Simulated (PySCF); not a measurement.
# Radial density of Sc (scandium, neutral)

PBEsol, [Ar] 3d1 4s2, 2D determinant. Computed with PySCF 2.14 in aug-cc-pVTZ with one added diffuse shell each of s, p, d, f, g type (9s8p6d4f3g, 118 functions), with the non-relativistic Hamiltonian (point nucleus).

| r (bohr) | 4πr²ρ (e/bohr) | 4πr²(ρα − ρβ) |
| --- | --- | --- |
| 0.00131 | 0.1258 | 0.0000 |
| 0.00220 | 0.3427 | 0.0000 |
| 0.00370 | 0.9106 | 0.0000 |
| 0.00622 | 2.317 | 0.0001 |
| 0.0105 | 5.488 | 0.0001 |
| 0.0176 | 11.52 | 0.0002 |
| 0.0296 | 19.81 | 0.0003 |
| 0.0498 | 24.74 | 0.0002 |
| 0.0838 | 20.65 | -0.0004 |
| 0.141 | 19.27 | 0.0013 |
| 0.237 | 26.27 | 0.0193 |
| 0.399 | 14.96 | 0.1064 |
| 0.671 | 7.143 | 0.3261 |
| 1.13 | 8.099 | 0.4753 |
| 1.90 | 2.115 | 0.3279 |
| 3.19 | 0.7629 | 0.1314 |
| 5.37 | 0.2242 | 0.0161 |
| 9.03 | 0.007492 | 0.0000 |
| 15.2 | 1.439e-05 | 0.0000 |

⟨L²⟩ = 7.21 against 6 for a pure D term, so this real determinant mixes terms. ⟨S²⟩ = 1.10 against 0.75 shows spin contamination.
